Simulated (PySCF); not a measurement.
**Br2 at RHF-CCSD(T)**

Level: RHF-CCSD(T). basis Br def2-TZVPP; no relativity; PySCF 2.14.

For Br2, the state is ¹Σg⁺ (singlet), closed shell and the bond length is 4.346 bohr. The harmonic wavenumber is 320 cm⁻¹ and the force constant is 2.39 mdyn/Å. The rotational constant Be is 0.08076 cm⁻¹, the anharmonicity ωexe is 1.05 cm⁻¹ and the vibration–rotation constant αe is 0.000319 cm⁻¹. The well depth De to Br + Br is 2.05 eV. The dissociation energy D0 is 2.03 eV.

Correlated steps freeze 18 core orbitals. Where the molecule has an RHF reference, its open-shell atoms are computed with UHF.
